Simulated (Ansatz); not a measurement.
Geometry optimisation, Ansatz 0.2.0, RKS PBE0/6-31G*.

Input:

```yaml
crystal:
  periodic: [false, false, false]
  atoms:
    - { symbol: B, position_ang: [0.0, 0.0, 0.0] }
    - { symbol: "N", position_ang: [0.0, 0.0, 1.9] }
    - { symbol: H, position_ang: [-0.877, -0.2713, 2.43] }
    - { symbol: H, position_ang: [0.877, 0.2713, 2.43] }
    - { symbol: O, position_ang: [1.2211, 0.0, -0.705] }
    - { symbol: H, position_ang: [1.5209, -0.9519, -0.8599] }
    - { symbol: O, position_ang: [-1.2211, 0.0, -0.705] }
    - { symbol: H, position_ang: [-1.7308, -0.8467, -0.4965] }
    - { symbol: Si, position_ang: [-0.2814, 2.1166, 0.7095] }
    - { symbol: H, position_ang: [-1.6383, 2.5579, 0.4002] }
    - { symbol: H, position_ang: [-0.0669, 2.1796, 2.1523] }
    - { symbol: H, position_ang: [0.6781, 2.9876, 0.037] }
    - { symbol: H, position_ang: [-0.1504, 1.1313, 1.7779] }
basis:
  gaussian: { orbitals: "6-31G*" }
hamiltonian:
  xc: pbe0
relax:
  f_tol: 0.15
  max_steps: 25
  restrain:
    - { distance: [0, 8], at: 3.15, k: 30.0 }
    - { distance: [12, 1], at: 2.26, k: 30.0 }
    - { distance: [0, 1], at: 1.55, k: 30.0 }
    - { distance: [12, 8], at: 1.46, k: 30.0 }
```

Command:

```bash
$ ansatz run input.yaml --threads 2 --pin off --max-ram 3072MiB --backend cpu --events-out ev --progress --plain --runs-dir out
```

**Question.** Where does it end, and by what steps?

**Answer.** The forces met the threshold. The restraints hold the end off the free minimum. After 17 steps the energy has fallen by 6.611 eV (the restraints' own energy left out); H11 moved furthest, 1.66 Å. Parted: N2–H13 (1.15 → 2.28 Å).

```
step  energy less start (eV)  largest force component (eV/Å)  accepted
   0                  0.0000                           6.687       yes
   1                  0.3325                           4.552       yes
   2                  0.1612                           2.918       yes
   3                 -0.9416                           3.232       yes
   4                 -2.7002                           2.508       yes
   5                 -3.7101                           2.375       yes
   6                 -4.5749                           1.974       yes
   7                 -5.3011                           1.537       yes
   8                 -5.8759                           1.557       yes
   9                 -6.2044                           1.529       yes
  10                 -6.3544                           1.540       yes
  11                 -6.4745                           1.688       yes
  12                 -6.5405                           1.784       yes
  13                 -6.5816                           1.672       yes
  14                 -6.5922                           1.891       yes
  15                 -6.6008                           1.976       yes
  16                 -6.5933                           2.256        no
  17                 -6.6112                           1.949       yes
```

```xyz
13
Properties=species:S:1:pos:R:3
B 0.193 -0.431 0.293
N -0.007 -0.898 1.685
H -0.867 -0.789 2.196
H 0.794 -1.087 2.268
O 1.470 -0.385 -0.189
H 1.479 -0.105 -1.112
O -0.849 -0.063 -0.529
H -1.712 -0.197 -0.123
Si -0.428 2.604 0.916
H -1.859 2.664 0.499
H -0.162 3.794 1.779
H 0.440 2.694 -0.289
H -0.160 1.373 1.677
```

The run took 20 s on 2 threads of AMD EPYC 9R45 96-Core Processor (Zen 5), on a shared host, peak memory 0.22 GiB.
